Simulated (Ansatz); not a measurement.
Ansatz (a program for electronic structure) input for C₄H₉NSi, SMILES C=C1[SiH2]N[C@H]1C, PBE/def2-SVPD. The structure is a stationary point at PBE0-D3(BJ)/def2-SVP. The structure was generated by enumeration; whether it is a known compound was not checked.

Ansatz 0.2 input:
```yaml
crystal:
  periodic: [false, false, false]
  atoms:
    - {symbol: C, position_ang: [-0.69546082, 1.49692814, 1.41188148]}
    - {symbol: C, position_ang: [-0.43289298, 0.48703987, 0.58640372]}
    - {symbol: Si, position_ang: [-1.24044513, -0.60106627, -0.71600945]}
    - {symbol: N, position_ang: [0.40986172, -1.12905095, -0.71852114]}
    - {symbol: C, position_ang: [0.89020836, -0.25678718, 0.35799285]}
    - {symbol: C, position_ang: [2.06268977, 0.62879779, -0.03009150]}
    - {symbol: H, position_ang: [0.07223006, 1.92140798, 2.07080837]}
    - {symbol: H, position_ang: [-1.69073256, 1.94775128, 1.47057443]}
    - {symbol: H, position_ang: [-1.77152695, 0.02642489, -1.96961209]}
    - {symbol: H, position_ang: [-2.28990602, -1.57100708, -0.25773535]}
    - {symbol: H, position_ang: [0.97762292, -1.87186449, -1.09857070]}
    - {symbol: H, position_ang: [1.15969557, -0.82927805, 1.27066580]}
    - {symbol: H, position_ang: [2.34296393, 1.29778572, 0.79859482]}
    - {symbol: H, position_ang: [2.94543130, 0.01902171, -0.28158143]}
    - {symbol: H, position_ang: [1.80415540, 1.24217082, -0.90648267]}
basis:
  gaussian:
    orbitals: def2-SVPD
hamiltonian:
  xc: {name: PBE}
```

Log of the run:

```
WARN ansatz: RAYON_NUM_THREADS=2 ignored (pool sized by the plan → 2); use --threads N
Functional definition: PBE
integrals: 0.14 GiB planned
1655 factors; their error is unknown
mean field: 0.99 GiB planned
mean field evaluation 1: about -13628.2306 eV, gradient 7.9e1 eV
mean field evaluation 2: about -13576.8257 eV, gradient 1.6e2 eV
mean field evaluation 4: about -13642.5443 eV, gradient 2.1e1 eV
mean field evaluation 8: about -13643.5942 eV, gradient 1.7e-1 eV
mean field evaluation 16: about -13643.5050 eV, gradient 3.0e-4 eV
mean field -13643.50499751 eV, -501.3895607586 hartree, gradient 1.7e-5 eV, S^2 0.000000; 0 other end points of the search recorded, 0 dependent functions left out
reference -13643.50504924 eV, -501.3895626596 hartree; 27, 27 occupied and 169, 169 virtual orbitals, 1655 factors
Total energy: -13643.50504924 eV, -501.3895626596 hartree
```

The calculation finished and met its thresholds.
